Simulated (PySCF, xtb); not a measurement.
SiCl2Br2, SMILES Cl[Si](Cl)(Br)Br.

xtb with GFN2-xTB at its own geometry gives an orbital gap of 6.51 eV and a dipole moment of 5.90 D.

The structure is a stationary point at PBE0-D3(BJ)/def2-SVP.

Problem. What does PBE0/def2-TZVP in PySCF give? (The exact figures need the calculation; the answer reports its results.)

Solution. gap 7.51 eV (levels -8.84 and -1.33 eV), dipole 0.19 D.
